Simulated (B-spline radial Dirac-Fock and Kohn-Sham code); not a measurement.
Compton profile of Tc²⁶⁺

System: technetium as Tc²⁶⁺, [Ne] 3s2 3p5.

The run's input, task.json:

```json
{"items": [{
  "Z": 43,
  "q": 26,
  "cfg": [[1, 0, 2], [2, 0, 2], [2, 1, 6], [3, 0, 2], [3, 1, 5]],
  "A": 97,
  "rrms": 4.4112,
  "do": ["scatter"],
  "s": [0.0, 0.05, 0.1, 0.15, 0.2, 0.25, 0.3, 0.35, 0.4, 0.45, 0.5, 0.6, 0.7, 0.8, 0.9, 1.0, 1.1, 1.2, 1.4, 1.6, 1.8, 2.0, 2.5, 3.0, 3.5, 4.0, 5.0, 6.0],
  "pz": [0, 0.1, 0.2, 0.3, 0.4, 0.5, 0.6, 0.8, 1.0, 1.2, 1.4, 1.6, 1.8, 2.0, 2.5, 3.0, 4.0, 5.0, 7.0, 10.0, 15.0, 20.0, 30.0, 40.0, 60.0, 100.0],
  "hv_scatter": [1000, 5000, 8047.8, 10000, 20000, 100000, 200000, 500000]
}]}
```

Launch: `python xray_run.py task.json out`

These are calculated numbers from a radial B-spline solver; the model is the impulse approximation on configuration-average Dirac-Fock orbitals. pz is in atomic units of momentum; subshell profiles are per electron, for a selection of subshells; open shells are spread over both j values by their weights.

```
 pz    J total   J 1s1/2   J 2p3/2   J 3p1/2   J 3p3/2
  0      1.110    0.0193    0.0356    0.0863    0.0877
0.3      1.107    0.0193    0.0356    0.0863    0.0877
0.4      1.105    0.0193    0.0356    0.0863    0.0877
0.5      1.102    0.0193    0.0356    0.0863    0.0877
0.6      1.099    0.0193    0.0356    0.0862    0.0877
0.8      1.090    0.0193    0.0356    0.0862    0.0876
  1      1.079    0.0193    0.0356    0.0861    0.0875
1.2      1.066    0.0193    0.0356    0.0859    0.0872
1.4      1.050    0.0192    0.0355    0.0855    0.0869
1.6      1.032    0.0192    0.0355    0.0850    0.0863
1.8      1.012    0.0192    0.0355    0.0844    0.0856
  2     0.9908    0.0192    0.0355    0.0835    0.0847
2.5     0.9297    0.0191    0.0354    0.0802    0.0811
  3     0.8611    0.0190    0.0353    0.0752    0.0758
  4     0.7155    0.0188    0.0349    0.0609    0.0608
  5     0.5793    0.0185    0.0341    0.0439    0.0432
  7     0.3845    0.0179    0.0314    0.0169    0.0160
 10     0.2454    0.0165    0.0247   0.00425   0.00426
 15     0.1326    0.0137    0.0130   0.00338   0.00347
 20    0.07117    0.0108   0.00582   0.00195   0.00189
 30    0.02406   0.00605   0.00108  0.000391  0.000347
 40   0.009939   0.00316  0.000230  8.52e-05  7.02e-05
 60   0.002311  0.000880  1.84e-05  7.36e-06  5.23e-06
100  0.0002569  0.000107    < 1e-6    < 1e-6    < 1e-6
```

J(0) = 1.110. The 3p3/2 subshell gives the largest part, 26 %.

Mean momentum ⟨p⟩ by subshell (a.u.): 1s1/2 38.4, 2s1/2 13.6, 2p1/2 18.2, 2p3/2 17.6, 3s1/2 7.36, 3p1/2 8.73, 3p3/2 8.57.
